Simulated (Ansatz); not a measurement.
Ansatz results at the PBE0-D4/def2-TZVP geometry: HOMO energy (ωB97M-V/def2-TZVPP) -9.66 eV; size of the dipole moment (B3LYP/def2-TZVPP) 2.32 D; LUMO energy (PBE0/def2-TZVPP) 0.05 eV.

Each molecule was computed in one conformer, which needn't be the lowest.

Task: Which molecule gave them?
A. `CC(C)OBS`
B. `NB(N)O`
C. `O=C=NB(F)F`
D. BH₃

Result: A. The others give `NB(N)O`: -9.21, 1.82, 0.71; `O=C=NB(F)F`: -12.02, 0.07, -0.78; BH₃: -12.31, 0.00, -1.96.

B3LYP here is the variant with VWN-RPA as its local correlation; programs differ in this.
